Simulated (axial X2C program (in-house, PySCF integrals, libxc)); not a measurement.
# KPb: bond constants with and without spin–orbit coupling

Computed with an axial X2C code built on PySCF integrals. Spin-free means the one-electron spin-free X2C Hamiltonian; two-component (2c) means X2C with spin–orbit coupling and atomic mean-field two-electron Coulomb and Gaunt terms, so the difference of the two also holds small scalar two-electron terms. Basis: Pb dyall-v2z [10s12p9d5f], K dyall-v2z [9s10p2d] (cores contracted in-house); Gaussian nuclei, density fitting, unrestricted open shells. Masses: Pb 207.977 u, K 38.964 u.

Input file and command:
```json
{
 "zs": [
  82,
  19
 ],
 "q": 0,
 "bas": [
  "dyall-v2z",
  "dyall-v2z"
 ],
 "levels": [
  "PBE0",
  "HF",
  "M06",
  "BP86"
 ],
 "cc": false,
 "r0": 3.4,
 "npts": 10,
 "nst": 2,
 "ntry": 6
}
```
```bash
python so2c.py task.json out
```

Keys: zs atomic numbers; q charge; bas basis sets; levels methods; cc coupled cluster on or off; r0 starting distance in Å; npts points on the curve; nst determinants followed; ntry starts of the search. HF also brings MP2.

State, spin-free: M_S = 3/2, Λ = 0 (beyond evenly filled blocks: σα, π+α, π-α); electrons by block: σα: 20, σβ: 19, π+α: 11, π+β: 10, π-α: 11, π-β: 10, δ+α: 4, δ+β: 4, δ-α: 4, δ-β: 4, φ+α: 1, φ+β: 1, φ-α: 1, φ-β: 1. Fragments: Pb + K.

State, 2c: Ω = 1/2 (⟨Sz⟩ = 0.07, ⟨Lz⟩ = 0.43 at PBE0); electrons by block: 1/2: 31, -1/2: 30, 3/2: 14, -3/2: 14, 5/2: 5, -5/2: 5, 7/2: 1, -7/2: 1. Fragments: Pb + K.

```csv
Hamiltonian,level,Re (Å),ωe (cm⁻¹),ωexe (cm⁻¹),De (eV),D0 (eV),k (mdyn/Å),μ (D)
spin-free,PBE0,3.327,120.2,0.362,1.16,1.15,0.279,9.30
spin-free,HF,3.421,118.0,0.347,0.818,0.811,0.269,11.24
spin-free,MP2,3.333,123.6,0.35,1.04,1.03,0.296,n/a
spin-free,BP86,3.352,114.1,0.376,1.15,1.15,0.252,8.58
2c,PBE0,3.542,92.0,0.524,0.468,0.462,0.163,5.57
2c,M06,3.548,94.4,0.492,0.619,0.613,0.172,6.55
2c,BP86,3.564,89.6,0.482,0.517,0.512,0.155,4.86
```

Correlated methods: 23 electrons correlated (number of frozen shells: Pb 5 s, 4 p, 2 d, 1 f; K 2 s, 1 p), 159 virtual spin orbitals or spinors in MP2.

Dipoles are positive if K is the positive end.

The state is one determinant whose occupation by symmetry is held fixed; it was picked as the lowest of a PBE0 search that is not exhaustive. De is counted from the lowest determinant-based energies of the atoms at the same level, without counterpoise correction. Density functionals use the spin component along the axis (collinear). PBE0 can misorder states that lie within some tenths of an eV, so this need not be the ground state of the molecule. The nearest other spin-free determinant of the search, M_S = 1/2, Λ = 0, lies 0.42 eV up at the distance of the search. Without a current term, density functionals place determinants with orbital angular momentum somewhat too high. At some level and bond length an empty orbital lies below a filled one.

The spin-free and the 2c determinant differ in configuration, so the two halves of the table describe two states.

No reliable constants came from HF (2c), M06 (spin-free), MP2 (2c): no minimum in range, unconverged points, a curve that is not smooth, a change of character along it, or the two Hamiltonians disagreeing along it.

Rough cost a point (2c) on 1 thread(s) of a shared host, integrals apart: PBE0 1.4 s, M06 2.6 s, BP86 0.6 s.

The whole task took 3.1 min on 1 thread of Arm Neoverse N1, with other jobs on the host.
